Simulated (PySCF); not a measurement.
C₄H₇FSi, SMILES F[C@]1([SiH3])C=CC1. Atoms are numbered in the order given.

```xyz
13

F      0.8673    -1.3656    -0.5689
C      0.0810    -0.3185    -0.1138
Si     1.2533     1.0543     0.5113
C     -1.0478    -0.6941     0.8083
C     -1.9855    -0.1729     0.0004
C     -1.0228     0.1484    -1.1142
H      0.4425     2.2483     0.8982
H      2.2071     1.4255    -0.5757
H      2.0178     0.5601     1.6946
H     -1.0592    -1.1514     1.8006
H     -3.0567     0.0135     0.1165
H     -1.0716    -0.5329    -1.9773
H     -0.9811     1.1897    -1.4790
```

Geometry optimised at PBE0-D3(BJ)/def2-SVP. The structure was generated by enumeration; whether it is a known compound was not checked.

Two levels are set side by side: PBE/pcSseg-1 (PySCF) and B3LYP/pcSseg-1 (PySCF). GIAO shifts against CFCl3 (¹⁹F), TMS (²⁹Si), TMS (¹H), TMS (¹³C) at the same level; non-relativistic, no solvent, atoms listed together averaged. Differences are taken from unrounded values.

| quantity | B3LYP |
|---|---|
| δ(¹⁹F) of F1 (ppm) | -191.0 |
| δ(¹³C) of C2 (ppm) | 94.1 |
| δ(²⁹Si) of Si3 (ppm) | -60.2 |
| δ(¹³C) of C4 (ppm) | 152.8 |
| δ(¹³C) of C5 (ppm) | 148.5 |
| δ(¹³C) of C6 (ppm) | 48.6 |
| δ(¹H) of H10 (ppm) | 6.74 |
| δ(¹H) of H11 (ppm) | 6.62 |

What does PBE give, and how far is it from B3LYP? (Estimate from the structure and the level; the computed values follow.)


```tsv
quantity	PBE	PBE minus B3LYP
δ(¹⁹F) of F1 (ppm)	-200.2	-9.2
δ(¹³C) of C2 (ppm)	95.8	1.7
δ(²⁹Si) of Si3 (ppm)	-63.1	-2.9
δ(¹³C) of C4 (ppm)	151.1	-1.7
δ(¹³C) of C5 (ppm)	145.6	-2.9
δ(¹³C) of C6 (ppm)	50.1	1.5
δ(¹H) of H10 (ppm)	6.77	0.03
δ(¹H) of H11 (ppm)	6.64	0.01
```

Rough cost on one machine, each run with all the roots and properties that it gave: B3LYP against PBE within a factor of 2.
